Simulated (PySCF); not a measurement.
GeHBr, SMILES [GeH][Br] (connectivity only; charge and spin as stated), neutral, multiplicity 1. Geometry: PBE0-D3(BJ)/def2-TZVP.

These are PBE0-D3(BJ)/def2-TZVP in PySCF 2.14.0 values and carry that method's errors.

Harmonic wavenumbers (cm⁻¹): 293, 701, 1911. Rotational constants (GHz): 199.8, 2.408, 2.379; symmetry number 1.

Question: Work out the zero-point energy and the ideal-gas rigid-rotor harmonic-oscillator thermochemistry at 298.15 K and 1 atm.

Answer: ZPE = ½ Σ hcν = ½ × 2905 cm⁻¹ = 17.37 kJ/mol. H − E(el) = 28.71 kJ/mol. Entropy in J/(mol K): translation 171.53, rotation 96.88, vibration 7.38, total 275.79. G − E(el) = -53.51 kJ/mol. Cp = 43.85 J/(mol K).
